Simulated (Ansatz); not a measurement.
Total energies of S-phenylphenoxathiinium tetracyanoborate, `N#C[B-](C#N)(C#N)C#N.c1ccc([S+]2c3ccccc3Oc3ccccc32)cc1` from Ansatz at PBE-D4/def2-TZVP, gas phase (1 Eh = 27.2114 eV = 2625.5 kJ/mol). The reference geometry is relaxed at PBE-D4/def2-SVP.

| state | geometry | energy (Eh) |
| --- | --- | --- |
| charge 0 singlet | reference | -1562.30009 |
| charge 1 doublet | reference | -1561.98847 |
| charge -1 doublet | reference | -1562.35245 |
| charge -1 doublet | relaxed at PBE-D4/def2-SVP | -1562.36663 |

Single mean-field runs in def2-TZVP are fitted with def2-universal-jkfit.

**Question.** Work out the vertical ionisation energy to the doublet.

**Answer.** E(charge 1 doublet) − E(charge 0 singlet) = -1561.98847 − (-1562.30009) = 0.31162 Eh = 8.48 eV. For comparison, −ε of the highest occupied level is 6.52 eV at this level, 1.96 eV less.

**Question.** Work out the vertical electron affinity, to the doublet.

**Answer.** E(charge 0 singlet) − E(charge -1 doublet) = -1562.30009 − (-1562.35245) = 0.05236 Eh = 1.42 eV. The basis lacks diffuse functions, which makes affinities too small.

**Question.** Give the fundamental gap IE − EA, the Mulliken electronegativity (IE + EA)/2 and the hardness (IE − EA)/2.

**Answer.** From the values in Eh: IE − EA = 0.31162 − 0.05236 = 0.25926 Eh = 7.05 eV; (IE + EA)/2 = 4.95 eV; (IE − EA)/2 = 3.53 eV. The HOMO–LUMO gap of the same run is 3.33 eV, 3.72 eV smaller than the fundamental gap.

**Question.** How much does the charge -1 doublet relax, and what is the adiabatic electron affinity?

**Answer.** Relaxation: -1562.35245 − (-1562.36663) = 0.01418 Eh = 0.39 eV. Adiabatic electron affinity: 0.06654 Eh = 1.81 eV, without zero-point energy. 

At PBE-D4/def2-TZVP the gap within one spin of the charge 1 doublet nearly closes, so an electron or hole may be smeared out by delocalisation error. At PBE-D4/def2-TZVP the gap within one spin of the charge -1 doublet nearly closes, so an electron or hole may be smeared out by delocalisation error. At PBE-D4/def2-TZVP the highest occupied level of the charge -1 doublet lies above zero (up to 0.41 eV). By energy differences its removal costs 1.42 eV (vertical, to the charge 0 singlet, at PBE-D4/def2-TZVP); self-interaction error and the lack of diffuse functions both raise the level.
